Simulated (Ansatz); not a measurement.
`S[SiH]1CN1` + PH₃ → `P[SiH]1CN1` + H₂S at 298.15 K and 1 bar (ligand exchange at the Si–S bond).

Gas-phase electronic energies from Ansatz, PBE0-D4/def2-TZVP geometries. CCSD(T)/CBS is the MP2 limit (def2-TZVPP, def2-QZVPP) plus CCSD(T) − MP2 in def2-TZVPP, frozen cores. This one scheme is used for every species. One conformer a species, not always the lowest.

| species | CCSD(T)/CBS energy (Eh) | H − E (kJ/mol) | S (J/(mol·K)) |
| --- | --- | --- | --- |
| `S[SiH]1CN1` | -782.61161 | 176.9 | 313.9 |
| PH₃ | -342.72256 | 73.1 | 210.2 |
| `P[SiH]1CN1` | -726.34548 | 199.3 | 323.4 |
| H₂S | -398.97279 | 49.9 | 205.7 |

H − E and S are ideal-gas, rigid-rotor, harmonic terms from PBE0-D4/def2-TZVP, for one conformer and one mirror image of each species. 1 Eh = 2625.50 kJ/mol, R = 8.31446 J/(mol·K).

Task: By hand: ΔE, ΔH, ΔS and ΔG.

Result: ΔE = (-726.34548) + (-398.97279) − (-782.61161) − (-342.72256) = 0.01590 Eh = 41.7 kJ/mol. Δ(H − E) = 199.3 + 49.9 − 176.9 − 73.1 = -0.8, so ΔH = 40.9 kJ/mol. ΔS = 323.4 + 205.7 − 313.9 − 210.2 = 5.0 J/(mol·K). ΔG = 40.9 − 298.15 × (5.0)/1000 = 39.4 kJ/mol.

Task: By hand: the equilibrium constant, and the temperature at which ΔG would vanish if ΔH and ΔS stayed fixed.

Result: log₁₀ K = −ΔG/(RT ln 10) = -6.9. ΔG = 0 at ΔH/ΔS = 8180 K, far beyond where these terms or the molecules hold.

The number of gas molecules stays the same, so ΔS is small and ΔH decides. A doubt of 5 kJ/mol in ΔE shifts log₁₀ K by 0.9 here. Other conformers and mirror images would add mixing entropy, several J/(mol·K) or more a flexible species. These are equilibria of isolated gas molecules and say nothing of rates. Largest T1 diagnostic: 0.014 (customary marks: 0.02 for closed shells, 0.045 for open ones).
